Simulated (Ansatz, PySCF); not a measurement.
Dimer: C2H2 (SMILES C#C) (first 4 atoms) with H2S (SMILES S); geometry from B3LYP-D3(BJ)/def2-TZVP, rigid monomers moved along the line of their centres of mass till C2···H7 is 4.74 Å.
(charge 0, multiplicity 1):
```xyz
7

C     -0.5123     0.7521     0.1693
C     -0.5379    -0.4381     0.0418
H     -0.4887     1.8089     0.2820
H     -0.5590    -1.4951    -0.0700
S      1.7794    -0.6237     5.6460
H      0.5257    -0.6391     6.1258
H      1.3573    -0.4262     4.3850
```

Counterpoise-corrected where a basis set is named; no monomer relaxation.

Frozen-core correlation. CBS(a, b) extrapolates the correlation energy as X⁻³ and adds the Hartree–Fock energy of set b.

The values were computed with Ansatz (Gaussian orbitals); PySCF for the dispersion terms. Values without a source in brackets are computed.

PBE/def2-TZVPPD gives -1.0 kJ/mol for the interaction energy.

Predict the shift from PBE, with its sign, for: PBE-D3(BJ)/def2-TZVPPD, r2SCAN/def2-TZVPPD, B3LYP/def2-TZVPPD, wB97M-V/def2-TZVPPD, MP2/CBS(aug-cc-pV(D+d)Z, aug-cc-pV(T+d)Z), CCSD(T)/CBS(aug-cc-pV(D+d)Z, aug-cc-pV(T+d)Z).

PBE-D3(BJ)/def2-TZVPPD -0.4; r2SCAN/def2-TZVPPD 0.0; B3LYP/def2-TZVPPD 0.3; wB97M-V/def2-TZVPPD -0.2; MP2/CBS(aug-cc-pV(D+d)Z, aug-cc-pV(T+d)Z) -0.3; CCSD(T)/CBS(aug-cc-pV(D+d)Z, aug-cc-pV(T+d)Z) -0.2 kJ/mol. 2 of 6 lie above PBE; the widest gap is to PBE-D3(BJ)/def2-TZVPPD.

Ansatz is an electronic-structure program.
